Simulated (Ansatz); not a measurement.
Spectroscopic constants of NiO, closed-shell singlet (not the ground state: that is measured with 2S+1 = 3). No spin–orbit coupling. Ni is treated without relativity. The T1 diagnostic near the minimum is 0.102, so single-reference values are doubtful.

Constants: fifth-degree fit in 1/R to seven points, most abundant isotopes. In def2 and cc sets the state is the lowest found near the PBE0 minimum, followed along R. The singlet is held restricted.

Run with Ansatz (Gaussian orbitals). 

Energies at BHLYP/def2-TZVPP:

| R (Å) | E (hartree) |
|---|---|
| 1.498940 | -1583.31434244 |
| 1.539234 | -1583.32063013 |
| 1.576304 | -1583.32354126 |
| 1.618210 | -1583.32406435 |
| 1.660116 | -1583.32222535 |
| 1.708469 | -1583.31782744 |
| 1.764880 | -1583.31042062 |

Q: With a reduced mass of 12.5344 u, find the minimum, the force constant and the constants.

A: A fifth-degree polynomial in 1/R puts the minimum at r_e = 1.6053 Å with force constant 629 N/m. Then ω_e = (1/2πc)√(k/μ) = 923 cm⁻¹ and B_e = h/(8π²cμr_e²) = 0.5219 cm⁻¹; the cubic and quartic terms give α_e = 0.0034 and ω_e x_e = 5.8 cm⁻¹.

Ansatz is a first-principles code.
